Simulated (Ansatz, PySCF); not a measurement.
Three-fold rotor about Ge1–Se2 in GeH4Se (SMILES [GeH3][SeH]); single points on GFN2-xTB geometries with the dihedral held.
Staggered geometry (60°) (charge 0, multiplicity 1):
```xyz
6

Ge    -0.57927    -0.01955    -0.01410
Se     1.57772    -0.81063    -0.27902
H     -0.81098     1.21353    -0.83840
H     -1.50898    -1.09840    -0.47025
H     -0.86748     0.30496     1.42309
H      2.18866     0.39951     0.20641
```

Correlated levels freeze the cores. Filled d and f shells under p-block atoms count as core. CBS(a, b) extrapolates the correlation energy as X⁻³ and adds the Hartree–Fock energy of set b. Rows in 6-31G* carry no dispersion term and start afresh at each structure (6-31G* with six Cartesian d functions); the Pople sets are all-electron and without relativity.

Programs: Ansatz (an electronic-structure program) with Gaussian orbitals; PySCF for 6-31G* rows. Values without a source in brackets are computed.

Energies above the staggered point (kcal/mol):

```tsv
dihedral (°)	PBE/def2-TZVPP	B3LYP/6-31G*	MP2/CBS(cc-pVTZ, cc-pVQZ) + ΔCCSD(T)/cc-pVTZ
0	0.577	0.656	0.590
20	0.433	0.492	0.439
40	0.148	0.166	0.147
60	0.000	0.000	0.000
80	0.127	0.146	0.129
100	0.421	0.479	0.429
120	0.578	0.654	0.591
```

Moments of inertia of the two ends about the bond: 6.001 and 2.080 u Å².

### Question
Fit V = V₃/2 (1 − cos 3φ) + V₆/2 (1 − cos 6φ), φ counted from the staggered point, and estimate the harmonic torsional frequency.

### Answer

V₃ is the energy at φ = 60°; at φ = 20° (mean of both sides) V = 0.25 V₃ + 0.75 V₆. The reduced moment I₁I₂/(I₁ + I₂) = 1.544 u Å² gives F = 16.8576/I = 10.915 cm⁻¹ (a rough rule where the frame isn't a symmetric top). Near the minimum V = kφ²/2 with k = (9V₃ + 36V₆)/2, and ω = √(2Fk), with 1 kcal/mol = 349.755 cm⁻¹.
- PBE/def2-TZVPP: V₃ = 0.58, V₆ = -0.009 kcal/mol, k = 851 cm⁻¹/rad², ω = 136 cm⁻¹
- B3LYP/6-31G*: V₃ = 0.66, V₆ = -0.011 kcal/mol, k = 967 cm⁻¹/rad², ω = 145 cm⁻¹
- MP2/CBS(cc-pVTZ, cc-pVQZ) + ΔCCSD(T)/cc-pVTZ: V₃ = 0.59, V₆ = -0.013 kcal/mol, k = 849 cm⁻¹/rad², ω = 136 cm⁻¹
